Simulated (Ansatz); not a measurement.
A structure relaxed at PBE-D4/def2-TZVPD in Ansatz, charge -1, singlet:

```xyz
5

Li   -0.0937   -0.0266    1.8046
Li    1.6459    0.0236   -0.8430
Al   -0.0689   -2.0919    0.0451
Al   -0.5344    2.1197    0.1584
Al   -0.9490   -0.0248   -1.1650
```

(1) Give its formula.

(2) Summarise the bond lengths by kind (pairs closer than 1.2 times the sum of covalent radii, bridged metal pairs left out).

Answers

(1) the cluster Li2Al3⁻ (the lowest singlet isomer of a short search).

(2) 4 × Al–Li 2.62 to 2.86 Å; 2 × Al–Al 2.55 Å.

The highest occupied level of the charge -1 singlet lies above zero (up to 0.48 eV). By energy differences its removal costs 1.31 eV (vertical, to the charge 0 doublet, at PBE-D4/def2-TZVPD); a positive level beside a positive removal energy at the same level points to self-interaction error. At PBE-D4/def2-TZVPD a triplet of charge -1 lies 0.11 eV below the restricted singlet, each at its own geometry. The structure comes from a short search, and lower isomers may exist.
